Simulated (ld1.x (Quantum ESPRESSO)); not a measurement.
## Building the PAW potential for B (revPBE, scalar-relativistic).

ld1.x (Quantum ESPRESSO) 7.5 was run on this input:

```
&input
   title='B', zed=5., rel=1, dft='REVPBE', iswitch=3,
   config='[He] 2s2 2p1 3d-2',
   nld=3, rlderiv=3.15, eminld=-3.0, emaxld=5.0, deld=0.02
 /
 &inputp
   pseudotype=3, lpaw=.true., tm=.true., lloc=2,
   nlcc=.true., new_core_ps=.true., rcore=1.00,
   which_augfun='PSQ', rmatch_augfun_nc=.true.,
   file_pseudopw='B.UPF', file_wfcaegen='ae.wfc', file_wfcncgen='nc.wfc', file_beta='beta', file_chi='chi', file_wfcusgen='us.wfc'
 /
5
2S  1  0   2.00   0.00  0.95  1.25  0.0
2S  1  0   0.00   0.10  0.95  1.25  0.0
2P  2  1   1.00   0.00  2.40  2.90  0.0
2P  2  1   0.00   3.50  2.40  2.90  0.0
3D  3  2  -2.00   0.10  2.30  2.30  0.0
 &test
   configts(1)='2s2 2p1'
 /
```

Command:

```bash
ld1.x < B.in > B.out
```

Output (shortened: banner, matrices, multipoles, cross overlaps and the repeated all-electron block are left out):

```
Program LD1 v.7.5
     --------------------------- All-electron run ----------------------------

     B
     scalar relativistic calculation

     atomic number is  5.00
     dft =REVPBE   lsd =0 sic =0 latt =0  beta=0.20 tr2=1.0E-14
     Exchange-correlation= REVPBE
                           (   1   4   4   4   0   0   0)
     mesh =1059 r(mesh) = 101.04461 a.u. xmin = -7.00 dx = 0.01250
     1 Ry =  13.60569312 eV, c = 137.03599908

     n l     nl                  e(Ry)          e(Ha)          e(eV)
     1 0     1S 1( 2.00)       -13.2881        -6.6441      -180.7942
     2 0     2S 1( 2.00)        -0.6957        -0.3478        -9.4648
     2 1     2P 1( 1.00)        -0.2622        -0.1311        -3.5678

     final scf error:  8.4E-15 reached in  34 iterations

     Etot =     -49.290333 Ry,     -24.645166 Ha,    -670.629139 eV

     Ekin =      49.120921 Ry,      24.560461 Ha,     668.324183 eV
     Encl =    -113.851752 Ry,     -56.925876 Ha,   -1549.032001 eV
     Eh   =      23.129567 Ry,      11.564783 Ha,     314.693785 eV
     Exc  =      -7.689068 Ry,      -3.844534 Ha,    -104.615106 eV

     normalization and overlap integrals

     s(1S/1S) =  1.000000  <r> =   0.3287  <r2> =    0.1468  r(max) =   0.2103
     s(2S/2S) =  1.000000  <r> =   1.9489  <r2> =    4.5798  r(max) =   1.5152
     s(2P/2P) =  1.000000  <r> =   2.3125  <r2> =    6.9680  r(max) =   1.5929

     ------------------------ End of All-electron run ------------------------

     --------------------- Generating PAW atomic setup --------------------

      Generating local pot.: lloc=2, matching radius rcloc =   2.3000

      Computing core charge for nlcc:

       r > 1.00 : true rho core
      Core charge pseudized with two Bessel functions
      Integrated core pseudo-charge :   0.36
      Wfc-us  2S rcutus= 1.241  Estimated cut-off energy=    27.52 Ry
      Wfc-us  2S rcutus= 1.241  Estimated cut-off energy=    28.64 Ry
      Wfc-us  2P rcutus= 2.902  Estimated cut-off energy=     9.40 Ry
      Wfc-us  2P rcutus= 2.902  Estimated cut-off energy=    12.98 Ry

     Required augmentation: PSQ   radius:    2.900000

     Q pseudized with Bessel functions
     Expected ecutrho=     192.4660 due to l1=  0   l2=  1

     Estimated PAW energy =  -11.059978 Ryd

     ------------------- End of pseudopotential generation -------------------

     Computing logarithmic derivative in   3.14820
     Computing logarithmic derivative in   3.14820
     Computing the partial wave expansion
     R is outside the sphere for l=    0 j= 0.00
     R is outside the sphere for l=    0 j= 0.00
     R is outside the sphere for l=    1 j= 0.00
     R is outside the sphere for l=    1 j= 0.00
       no projector for channel:   2

     ---------------------- Testing the pseudopotential ----------------------

     B
     scalar relativistic calculation

     atomic number is  5.00   valence charge is  3.00
     dft = SLA  PW   REVX PBC   lsd =0 sic =0 latt =0  beta=0.20 tr2=1.0E-14
     mesh =1059 r(mesh) = 101.04461 xmin = -7.00 dx = 0.01250

     n l     nl             e AE (Ry)        e PS (Ry)    De AE-PS (Ry)
     1 0     2S   1( 2.00)       -0.69565       -0.69565        0.00000
     2 1     2P   1( 1.00)       -0.26223       -0.26223        0.00000

     eps = 2.9E-16  iter =  3

     Etot =     -49.290333 Ry,     -24.645166 Ha,    -670.629139 eV
     Etotps =   -11.059980 Ry,      -5.529990 Ha,    -150.478694 eV

     Ekin =       5.604896 Ry,       2.802448 Ha,      76.258499 eV
     Encl =     -12.972610 Ry,      -6.486305 Ha,    -176.501356 eV
     Ehrt =       3.996802 Ry,       1.998401 Ha,      54.379263 eV
     Ecxc =      -7.689068 Ry,      -3.844534 Ha,    -104.615101 eV
     (Ecc =      -0.373414 Ry,      -0.186707 Ha,      -5.080554 eV)

     ---------------------- End of pseudopotential test ----------------------
```

Generation and configuration tests took about 1.3 s on one core of a shared server CPU.

Transferability test of the new file with ld1.x, input:

```
&input
   title='B', zed=5., rel=1, dft='REVPBE', iswitch=2,
   config='[He] 2s2 2p1 3d-2'
 /
 &test
   file_pseudo='B.UPF', nconf=8,
   configts(1)='2s2 2p1',
   configts(2)='2s2 2p0',
   configts(3)='2s1 2p0',
   configts(4)='2s2 2p0.5',
   configts(5)='2s2 2p1.3',
   configts(6)='2s1 2p1',
   configts(7)='2s1 2p2',
   configts(8)='2s0 2p3'
 /
```

```bash
ld1.x < B.test.in > B.test.out
```

Pseudopotential blocks of its output, shortened (energy terms left out):

```
     ---------------------- Testing the pseudopotential ----------------------

     n l     nl             e AE (Ry)        e PS (Ry)    De AE-PS (Ry)
     1 0     2S   1( 2.00)       -0.69565       -0.69565        0.00000
     2 1     2P   1( 1.00)       -0.26223       -0.26223        0.00000

     eps = 3.0E-16  iter =  3

     Etot =     -49.290333 Ry,     -24.645166 Ha,    -670.629144 eV
     Etotps =   -11.059980 Ry,      -5.529990 Ha,    -150.478694 eV

     ---------------------- End of pseudopotential test ----------------------

          ---------------------- Testing the pseudopotential ----------------------

     n l     nl             e AE (Ry)        e PS (Ry)    De AE-PS (Ry)
     1 0     2S   1( 2.00)       -1.43514       -1.43552        0.00038
     2 1     2P   1( 0.00)       -0.97747       -0.97722       -0.00026

     eps = 6.2E-17  iter =  9

     Etot =     -48.689867 Ry,     -24.344933 Ha,    -662.459388 eV
     Etotps =   -10.459532 Ry,      -5.229766 Ha,    -142.309177 eV
     dEtot_ae =       0.600466 Ry
     dEtot_ps =       0.600448 Ry,   Delta E=       0.000018 Ry

     ---------------------- End of pseudopotential test ----------------------

          ---------------------- Testing the pseudopotential ----------------------

     n l     nl             e AE (Ry)        e PS (Ry)    De AE-PS (Ry)
     1 0     2S   1( 1.00)       -2.31332       -2.31442        0.00111
     2 1     2P   1( 0.00)       -1.86663       -1.87049        0.00385

     eps = 8.3E-15  iter =  7

     Etot =     -46.820482 Ry,     -23.410241 Ha,    -637.025115 eV
     Etotps =    -8.589396 Ry,      -4.294698 Ha,    -116.864685 eV
     dEtot_ae =       2.469851 Ry
     dEtot_ps =       2.470584 Ry,   Delta E=      -0.000734 Ry

     ---------------------- End of pseudopotential test ----------------------

          ---------------------- Testing the pseudopotential ----------------------

     n l     nl             e AE (Ry)        e PS (Ry)    De AE-PS (Ry)
     1 0     2S   1( 2.00)       -1.03998       -1.04013        0.00015
     2 1     2P   1( 0.50)       -0.59084       -0.59086        0.00002

     eps = 9.6E-16  iter =  9

     Etot =     -49.079712 Ry,     -24.539856 Ha,    -667.763502 eV
     Etotps =   -10.849336 Ry,      -5.424668 Ha,    -147.612740 eV
     dEtot_ae =       0.210621 Ry
     dEtot_ps =       0.210644 Ry,   Delta E=      -0.000023 Ry

     ---------------------- End of pseudopotential test ----------------------

          ---------------------- Testing the pseudopotential ----------------------

     n l     nl             e AE (Ry)        e PS (Ry)    De AE-PS (Ry)
     1 0     2S   1( 2.00)       -0.52065       -0.52058       -0.00008
     2 1     2P   1( 1.30)       -0.09908       -0.09898       -0.00009

     eps = 9.2E-15  iter =  9

     Etot =     -49.343787 Ry,     -24.671893 Ha,    -671.356418 eV
     Etotps =   -11.113420 Ry,      -5.556710 Ha,    -151.205785 eV
     dEtot_ae =      -0.053454 Ry
     dEtot_ps =      -0.053440 Ry,   Delta E=      -0.000013 Ry

     ---------------------- End of pseudopotential test ----------------------

          ---------------------- Testing the pseudopotential ----------------------

     n l     nl             e AE (Ry)        e PS (Ry)    De AE-PS (Ry)
     1 0     2S   1( 1.00)       -1.44218       -1.44122       -0.00096
     2 1     2P   1( 1.00)       -0.98597       -0.98576       -0.00020

     eps = 7.9E-15  iter = 16

     Etot =     -48.232867 Ry,     -24.116434 Ha,    -656.241587 eV
     Etotps =   -10.002819 Ry,      -5.001410 Ha,    -136.095291 eV
     dEtot_ae =       1.057466 Ry
     dEtot_ps =       1.057161 Ry,   Delta E=       0.000305 Ry

     ---------------------- End of pseudopotential test ----------------------

          ---------------------- Testing the pseudopotential ----------------------

     n l     nl             e AE (Ry)        e PS (Ry)    De AE-PS (Ry)
     1 0     2S   1( 1.00)       -0.73135       -0.73089       -0.00046
     2 1     2P   1( 2.00)       -0.29624       -0.29594       -0.00030

     eps = 7.8E-15  iter =  9

     Etot =     -48.855919 Ry,     -24.427960 Ha,    -664.718642 eV
     Etotps =   -10.625699 Ry,      -5.312850 Ha,    -144.570000 eV
     dEtot_ae =       0.434414 Ry
     dEtot_ps =       0.434281 Ry,   Delta E=       0.000133 Ry

     ---------------------- End of pseudopotential test ----------------------

          ---------------------- Testing the pseudopotential ----------------------

     n l     nl             e AE (Ry)        e PS (Ry)    De AE-PS (Ry)
     1 0     2S   1( 0.00)       -0.76073       -0.76072       -0.00001
     2 1     2P   1( 3.00)       -0.32527       -0.32438       -0.00088

     eps = 2.6E-16  iter = 10

     Etot =     -48.420534 Ry,     -24.210267 Ha,    -658.794929 eV
     Etotps =   -10.190104 Ry,      -5.095052 Ha,    -138.643431 eV
     dEtot_ae =       0.869799 Ry
     dEtot_ps =       0.869876 Ry,   Delta E=      -0.000077 Ry

     ---------------------- End of pseudopotential test ----------------------
```
